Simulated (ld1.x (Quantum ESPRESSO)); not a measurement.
# chromium (Cr): TM pseudisation with PBEsol, scalar-relativistic reference atom.

ld1.x (Quantum ESPRESSO) 7.5 was run on this input:

```
&input
   title='Cr', zed=24., rel=1, dft='PBESOL', iswitch=3,
   config='[Ar] 3d5 4s1 4p0',
   nld=3, rlderiv=3.20, eminld=-5.0, emaxld=5.0, deld=0.02
 /
 &inputp
   pseudotype=2, tm=.true., lloc=2,
   nlcc=.true., new_core_ps=.true., rcore=0.55,
   file_pseudopw='Cr.UPF', file_wfcaegen='ae.wfc', file_wfcncgen='nc.wfc', file_beta='beta', file_chi='chi'
 /
3
4S  1  0   1.00   0.00  2.95  2.95  0.0
3P  2  1   6.00   0.00  1.05  1.05  0.0
3D  3  2   5.00   0.00  1.00  1.00  0.0
 &test
   configts(1)='3p6 3d5 4s1 4p0'
 /
```

Command:

```bash
ld1.x < Cr.in > Cr.out
```

Output (shortened: banner, matrices, multipoles, cross overlaps and the repeated all-electron block are left out):

```
Program LD1 v.7.5
     --------------------------- All-electron run ----------------------------

     Cr
     scalar relativistic calculation

     atomic number is 24.00
     dft =PBESOL   lsd =0 sic =0 latt =0  beta=0.20 tr2=1.0E-14
     Exchange-correlation= PBESOL
                           (   1   4  10   8   0   0   0)
     mesh =1183 r(mesh) =  99.18097 a.u. xmin = -7.00 dx = 0.01250
     1 Ry =  13.60569312 eV, c = 137.03599908

     n l     nl                  e(Ry)          e(Ha)          e(eV)
     1 0     1S 1( 2.00)      -431.7567      -215.8784     -5874.3496
     2 0     2S 1( 2.00)       -48.9749       -24.4874      -666.3373
     2 1     2P 1( 6.00)       -41.1803       -20.5902      -560.2872
     3 0     3S 1( 2.00)        -5.4221        -2.7110       -73.7710
     3 1     3P 1( 6.00)        -3.3322        -1.6661       -45.3368
     3 2     3D 1( 5.00)        -0.2152        -0.1076        -2.9284
     4 0     4S 1( 1.00)        -0.2951        -0.1476        -4.0155
     4 1     4P 1( 0.00)        -0.0701        -0.0351        -0.9541

     final scf error:  1.2E-15 reached in  32 iterations

     Etot =   -2098.907094 Ry,   -1049.453547 Ha,  -28557.085811 eV

     Ekin =    2119.885858 Ry,    1059.942929 Ha,   28842.516434 eV
     Encl =   -5011.254271 Ry,   -2505.627136 Ha,  -68181.587773 eV
     Eh   =     887.483924 Ry,     443.741962 Ha,   12074.833926 eV
     Exc  =     -95.022605 Ry,     -47.511302 Ha,   -1292.848398 eV

     normalization and overlap integrals

     s(1S/1S) =  1.000000  <r> =   0.0636  <r2> =    0.0054  r(max) =   0.0417
     s(2S/2S) =  1.000000  <r> =   0.2934  <r2> =    0.1017  r(max) =   0.2428
     s(2P/2P) =  1.000000  <r> =   0.2600  <r2> =    0.0832  r(max) =   0.1988
     s(3S/3S) =  1.000000  <r> =   0.9027  <r2> =    0.9420  r(max) =   0.7764
     s(3P/3P) =  1.000000  <r> =   0.9667  <r2> =    1.1055  r(max) =   0.7961
     s(3D/3D) =  1.000000  <r> =   1.5149  <r2> =    3.3146  r(max) =   0.8369
     s(4S/4S) =  1.000000  <r> =   3.4161  <r2> =   13.6160  r(max) =   2.7441
     s(4P/4P) =  1.000000  <r> =   5.1972  <r2> =   32.6634  r(max) =   3.8940

     ------------------------ End of All-electron run ------------------------

     --------------------- Generating NC pseudopotential ---------------------

      Generating local pot.: lloc=2, matching radius rcloc =   1.0000

      Computing core charge for nlcc:

       r > 0.55 : true rho core
      Core charge pseudized with two Bessel functions
      Integrated core pseudo-charge :   5.44

      Wfc   4S  rcut= 2.921  Using Troullier-Martins method

      Wfc   3P  rcut= 1.048  Using Troullier-Martins method

     ------------------- End of pseudopotential generation -------------------

     Computing logarithmic derivative in   3.20822
     Computing logarithmic derivative in   3.20822
     Computing the partial wave expansion
     R is outside the sphere for l=    0 j= 0.00
     R is outside the sphere for l=    1 j= 0.00
       no projector for channel:   2

     ---------------------- Testing the pseudopotential ----------------------

     Cr
     scalar relativistic calculation

     atomic number is 24.00   valence charge is 12.00
     dft =PBESOL   lsd =0 sic =0 latt =0  beta=0.20 tr2=1.0E-14
     mesh =1183 r(mesh) =  99.18097 xmin = -7.00 dx = 0.01250

     n l     nl             e AE (Ry)        e PS (Ry)    De AE-PS (Ry)
     2 1     3P   1( 6.00)       -3.33220       -3.33225        0.00006
     3 2     3D   1( 5.00)       -0.21523       -0.21520       -0.00003
     1 0     4S   1( 1.00)       -0.29513       -0.29513        0.00000
     3 1     4P   1( 0.00)       -0.07013       -0.07032        0.00019

     eps = 5.1E-15  iter = 18

     Etot =   -2098.907094 Ry,   -1049.453547 Ha,  -28557.085811 eV
     Etotps =  -133.447010 Ry,     -66.723505 Ha,   -1815.639065 eV

     Ekin =      80.950362 Ry,      40.475181 Ha,    1101.385789 eV
     Encl =    -306.540006 Ry,    -153.270003 Ha,   -4170.689248 eV
     Ehrt =     102.509525 Ry,      51.254763 Ha,    1394.713144 eV
     Ecxc =     -31.591589 Ry,     -15.795795 Ha,    -429.825468 eV
     (Ecc =     -12.997296 Ry,      -6.498648 Ha,    -176.837218 eV)
     Epseu=      21.224697 Ry,      10.612349 Ha,     288.776719 eV

     ---------------------- End of pseudopotential test ----------------------
```

Note: ghost state, extra bound levels that the all-electron valence spectrum of the same l lacks: s at -367.0 eV. A true bound ghost makes a file unfit for plane-wave use.

Generation and configuration tests took about 1.9 s on one core of a shared server CPU.

Transferability test of the new file with ld1.x, input:

```
&input
   title='Cr', zed=24., rel=1, dft='PBESOL', iswitch=2,
   config='[Ar] 3d5 4s1 4p0'
 /
 &test
   file_pseudo='Cr.UPF', nconf=8,
   configts(1)='3p6 3d5 4s1 4p0',
   configts(2)='3p6 3d5 4s0 4p0',
   configts(3)='3p6 3d4 4s0 4p0',
   configts(4)='3p6 3d3 4s0 4p0',
   configts(5)='3p6 3d4 4s2 4p0',
   configts(6)='3p6 3d5.5 4s0.5 4p0',
   configts(7)='3p6 3d2 4s0 4p0',
   configts(8)='3p6 3d4 4s1 4p1'
 /
```

```bash
ld1.x < Cr.test.in > Cr.test.out
```

Pseudopotential blocks of its output, shortened (energy terms left out; the distinct warnings before each block abridged to one line each):

```
     ---------------------- Testing the pseudopotential ----------------------

     n l     nl             e AE (Ry)        e PS (Ry)    De AE-PS (Ry)
     2 1     3P   1( 6.00)       -3.33220       -3.33225        0.00006
     3 2     3D   1( 5.00)       -0.21523       -0.21520       -0.00003
     1 0     4S   1( 1.00)       -0.29513       -0.29513        0.00000
     3 1     4P   1( 0.00)       -0.07013       -0.07032        0.00019

     eps = 1.8E-16  iter = 18

     Etot =   -2098.907094 Ry,   -1049.453547 Ha,  -28557.085811 eV
     Etotps =  -133.447009 Ry,     -66.723504 Ha,   -1815.639050 eV

     ---------------------- End of pseudopotential test ----------------------

          ---------------------- Testing the pseudopotential ----------------------

     n l     nl             e AE (Ry)        e PS (Ry)    De AE-PS (Ry)
     2 1     3P   1( 6.00)       -3.84592       -3.84326       -0.00267
     3 2     3D   1( 5.00)       -0.72348       -0.72266       -0.00081
     1 0     4S   1( 0.00)       -0.72336       -0.72610        0.00275
     3 1     4P   1( 0.00)       -0.43085       -0.43194        0.00108

     eps = 8.3E-15  iter = 12

     Etot =   -2098.401970 Ry,   -1049.200985 Ha,  -28550.213258 eV
     Etotps =  -132.940816 Ry,     -66.470408 Ha,   -1808.751939 eV
     dEtot_ae =       0.505123 Ry
     dEtot_ps =       0.506193 Ry,   Delta E=      -0.001070 Ry

     ---------------------- End of pseudopotential test ----------------------

          Warning: n=1, l=0 expected 0 nodes, found 1
     ---------------------- Testing the pseudopotential ----------------------

     n l     nl             e AE (Ry)        e PS (Ry)    De AE-PS (Ry)
     2 1     3P   1( 6.00)       -4.87384       -4.87400        0.00016
     3 2     3D   1( 4.00)       -1.67673       -1.67685        0.00012
     1 0     4S   1( 0.00)       -1.35405       -1.65003        0.29597  !
     3 1     4P   1( 0.00)       -0.97237       -0.97405        0.00168

     eps = 2.5E-15  iter = 15

     Etot =   -2097.224933 Ry,   -1048.612467 Ha,  -28534.198853 eV
     Etotps =  -131.764548 Ry,     -65.882274 Ha,   -1792.748005 eV
     dEtot_ae =       1.682160 Ry
     dEtot_ps =       1.682461 Ry,   Delta E=      -0.000300 Ry

     ---------------------- End of pseudopotential test ----------------------

          ---------------------- Testing the pseudopotential ----------------------

     n l     nl             e AE (Ry)        e PS (Ry)    De AE-PS (Ry)
     2 1     3P   1( 6.00)       -6.14441       -6.15499        0.01058  !
     3 2     3D   1( 3.00)       -2.87214       -2.87951        0.00737  !
     1 0     4S   1( 0.00)       -2.10962       -2.10962        0.00000
     3 1     4P   1( 0.00)       -1.64511       -1.64951        0.00440

     eps = 7.1E-15  iter = 20

     Etot =   -2094.968151 Ry,   -1047.484076 Ha,  -28503.493771 eV
     Etotps =  -129.504626 Ry,     -64.752313 Ha,   -1762.000206 eV
     dEtot_ae =       3.938942 Ry
     dEtot_ps =       3.942382 Ry,   Delta E=      -0.003440 Ry

     ---------------------- End of pseudopotential test ----------------------

          BEWARE! Errors in PS-KS equations
     Warning: n=2, l=1 expected 0 nodes, found 1
     Warning: n=3, l=2 expected 0 nodes, found 1
     ---------------------- Testing the pseudopotential ----------------------

     n l     nl             e AE (Ry)        e PS (Ry)    De AE-PS (Ry)
     2 1     3P   1( 6.00)       -3.61365       -0.07677       -3.53687  !
     3 2     3D   1( 4.00)       -0.44218       -0.00000       -0.44218  !
     1 0     4S   1( 2.00)       -0.36221       -0.14126       -0.22095  !
     3 1     4P   1( 0.00)       -0.10217       -0.10586        0.00369

     eps = 1.0E-14  iter = 46

     Etot =   -2098.913967 Ry,   -1049.456984 Ha,  -28557.179328 eV
     Etotps =   -20.194777 Ry,     -10.097388 Ha,    -274.763937 eV
     dEtot_ae =      -0.006873 Ry
     dEtot_ps =     113.252232 Ry,   Delta E=    -113.259105 Ry

     ---------------------- End of pseudopotential test ----------------------

          ---------------------- Testing the pseudopotential ----------------------

     n l     nl             e AE (Ry)        e PS (Ry)    De AE-PS (Ry)
     2 1     3P   1( 6.00)       -3.23737       -3.23638       -0.00099
     3 2     3D   1( 5.50)       -0.14277       -0.14286        0.00009
     1 0     4S   1( 0.50)       -0.27253       -0.27381        0.00128
     3 1     4P   1( 0.00)       -0.06094       -0.06137        0.00043

     eps = 9.3E-16  iter = 14

     Etot =   -2098.853951 Ry,   -1049.426976 Ha,  -28556.362771 eV
     Etotps =  -133.393514 Ry,     -66.696757 Ha,   -1814.911210 eV
     dEtot_ae =       0.053142 Ry
     dEtot_ps =       0.053495 Ry,   Delta E=      -0.000353 Ry

     ---------------------- End of pseudopotential test ----------------------

          ---------------------- Testing the pseudopotential ----------------------

     n l     nl             e AE (Ry)        e PS (Ry)    De AE-PS (Ry)
     2 1     3P   1( 6.00)       -7.59456       -7.62324        0.02868  !
     3 2     3D   1( 2.00)       -4.25988       -4.28145        0.02157  !
     1 0     4S   1( 0.00)       -2.96610       -2.96610        0.00000
     3 1     4P   1( 0.00)       -2.42671       -2.43763        0.01093  !

     eps = 1.2E-15  iter = 11

     Etot =   -2091.416819 Ry,   -1045.708410 Ha,  -28455.175436 eV
     Etotps =  -125.939283 Ry,     -62.969641 Ha,   -1713.491234 eV
     dEtot_ae =       7.490274 Ry
     dEtot_ps =       7.507726 Ry,   Delta E=      -0.017452 Ry

     ---------------------- End of pseudopotential test ----------------------

          BEWARE! Errors in PS-KS equations
     ---------------------- Testing the pseudopotential ----------------------

     n l     nl             e AE (Ry)        e PS (Ry)    De AE-PS (Ry)
     2 1     3P   1( 6.00)       -3.72518       -4.56632        0.84114  !
     3 2     3D   1( 4.00)       -0.54787       -1.37185        0.82398  !
     1 0     4S   1( 1.00)       -0.42843       -0.42843        0.00000
     3 1     4P   1( 1.00)       -0.15516       -0.29447        0.13931  !

     eps = 8.0E-15  iter = 39

     Etot =   -2098.647195 Ry,   -1049.323598 Ha,  -28553.549710 eV
     Etotps =  -132.572304 Ry,     -66.286152 Ha,   -1803.738082 eV
     dEtot_ae =       0.259899 Ry
     dEtot_ps =       0.874705 Ry,   Delta E=      -0.614806 Ry

     ---------------------- End of pseudopotential test ----------------------
```
